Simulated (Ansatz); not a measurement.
Frontier orbitals of H$_{3}$O$_{3}$Y (`[OH][Y]([OH])[OH]`).

The species carries charge 0 and has multiplicity 1. Correlated methods include outer-core shells of Y, which these sets cover unevenly. Y: def2 effective core potential. Geometry: relaxed with PBE0-D4/def2-TZVP. It is one conformer, not always the lowest. Basis def2-TZVPP, Ansatz 0.2.0.

Orbital energies of one run (eV). Highest occupied ones, from the top: -7.51, -7.67, -7.89, -7.89, -8.04, -8.04, -11.84, -11.84, -12.53, -24.68, -24.68, -25.47, -28.77, -29.29. Empty: -1.69, 0.24, 0.49, 0.49, 0.49, 0.74.

(1) Which functional gave them?
A. LDA (SPW92)
B. HSE06 (plane-wave form)
C. r2SCAN
D. revPBE

Answers

(1) B. HOMO energies: HSE06 -7.51, LDA (SPW92) -6.50, r2SCAN -6.61, revPBE -6.19 eV.
